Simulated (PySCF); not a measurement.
Compound: C₇H₈O₂.
SMILES with atom numbers: `[CH:1]#[C:2][C@H:3]1[CH2:4][CH2:5][C:6](=[O:7])[O:8][CH2:9]1`

Probes without a nucleus sit at each ring's centroid and 1 Å off its mean plane on both sides; NICS is minus the shielding there, NICSzz its component along the normal. Level: GIAO PBE0/pcSseg-1 (PySCF, non-relativistic, gas phase) on the GFN2-xTB geometry, one conformer.

Ring bond lengths (Å), with Mayer bond orders in brackets: C3–C4 1.531 (0.98), C4–C5 1.523 (1.02), C5–C6 1.519 (0.99), C6–O8 1.338 (1.08), O8–C9 1.419 (0.86), C9–C3 1.529 (1.00).

Problem. What do the NICS probes read (ppm)?

Solution. 
```tsv
ring	type	NICS(0)	NICS(1), two faces	NICS(1)zz, two faces	rms pucker (Å)	centre to ring atoms, mean (Å)
C3–C4–C5–C6–O8–C9	6-membered ring with O; formal bonds all single	-2.0	-1.5 / -2.7	2.2 / 1.3	0.21	1.44
```

Problem. What can be read from them?

Solution. 
- C3–C4–C5–C6–O8–C9: mean NICS(1)zz 1.8 ppm, near zero. C3, C4, C5, C9 have four or more neighbours, and the NICS criterion for π rings isn't applied.

Problem. What is the mean of the two in-plane components of NICS at the second NICS(1) probe listed for ring C3–C4–C5–C6–O8–C9, 1 Å off the ring?

Solution. The isotropic value is a third of the trace: (3 × -2.7 − (1.3))/2 = -4.7 ppm.

Problem. List the ring angles and the Hirshfeld charges of the ring atoms.

Solution. 
- C3–C4–C5–C6–O8–C9: C3 107.2° (-0.016 e), C4 108.3° (-0.065 e), C5 114.9° (-0.073 e), C6 119.6° (+0.205 e), O8 123.3° (-0.105 e), C9 113.9° (+0.017 e); sum 687.2° against 720° for a flat convex ring.
